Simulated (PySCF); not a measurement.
# Computed structure and properties of [Tm(NH3)]2+

System: [Tm(NH3)]2+ (singlet in the valence; each metal's 4f electrons, 13 of them, lie in its core potential, out of spins and levels); start: template (C3v). Method: PySCF 2.14.0, RKS PBE0, Tm lcecp-0-SVP with ECP59, N def2-SVP, H def2-SVP; non-relativistic Hamiltonian with scalar-relativistic core potentials where named; density fitting; no spin-orbit coupling.

Input of the relaxation:

```python
mol = gto.M(atom='''
Tm     0.00000     0.00000    -0.24727
N     -0.00000    -0.00000     2.38273
H      0.93916     0.00004     2.78073
H     -0.46961     0.81332     2.78073
H     -0.46955    -0.81335     2.78073''',
    basis={'Tm': 'lcecp-0-SVP', 'N': 'def2-SVP', 'H': 'def2-SVP'},
    ecp={'Tm': 'lcecp-0-SVP'},
    charge=2, spin=0)
mf = dft.RKS(mol, xc='PBE0')
mf.grids.atom_grid = (50, 194)  # f atoms: unpruned, at least (60, 302)
mf = mf.density_fit()  # fitting sets: Tm AutoAux, N def2-universal-JKFIT, H def2-universal-JKFIT
mf.conv_tol = 1e-08; mf.max_cycle = 55
mf.kernel(dm0)  # dm0: converged density of the start geometry
# quasi-Newton relaxation in Cartesian coordinates to a largest gradient under 0.00045 Eh/bohr, steps kept in the point group
```

Run from Python with OMP_NUM_THREADS=2; the lines above give its settings. Where DIIS fails, smearing, a level shift and second-order steps follow.
It took 5.9 s on 2 threads of Intel(R) Xeon(R) 6975P-C (Granite Rapids), on a shared host, from the converged density of the start.

Course of the relaxation:

```csv
step,energy above end (eV),largest force component within the symmetry (eV/Å)
0,0.0468,1.303
1,0.0211,0.572
2,0.0062,0.211
3,0.0027,0.168
4,0.0000,0.011
5,0.0000,0.002
```

Relaxed geometry (C3v):

```xyz
5

Tm    0.0000    0.0000   -0.1732
N     0.0000    0.0000    2.3346
H     0.9328    0.0000    2.7721
H    -0.4664    0.8078    2.7721
H    -0.4664   -0.8079    2.7721
```

| contact | Å |
| --- | --- |
| Tm1–N2 (NH3) | 2.508 |

On the finer grid (75, 302):

```
HOMO                                                          : not given (4f levels lie in the core)
LUMO                                                          : not given (4f levels lie in the core)
Dipole about the centre of mass                               : 2.38 D
Set of Mulliken populations of Tm1 outside the core potential : s 2.11, p 6.05, d 0.14, f 0.00
D3(BJ) dispersion energy (not in the energies)                : -0.087 eV
```

```csv
atom,Mulliken (e),Löwdin (e),spin (e)
Tm1,1.69,1.64,0.00
N2,-0.36,-0.06,0.00
H3,0.22,0.14,0.00
H4,0.22,0.14,0.00
H5,0.22,0.14,0.00
```

The 4f levels lie in the core potential and are missing. Their spin isn't counted.

On the grid (50, 194), as all that follows. Harmonic modes: a minimum; lowest 314 cm⁻¹ (negative: unstable), highest 3504 cm⁻¹, zero-point energy 1.028 eV.

Taking off one NH3 (charge 0, singlet; the rest: singlet) in vacuum, both parts rigid, costs 2.86 eV; the small basis without counterpoise inflates it. Parting with an electron moved from the ligand to the metal can be far cheaper, even downhill.

Rigid scan of NH3 along the line from its metal:

```csv
distance to N2 (Å),energy (eV)
2.21,0.378
2.31,0.146
2.41,0.032
2.51,0.000
2.61,0.025
2.71,0.088
2.91,0.282
```

One start shape was tried, so this needn't be the lowest isomer.

An lcecp potential fixes the number of 4f electrons, so in runs with it no electron can move into or out of that shell.
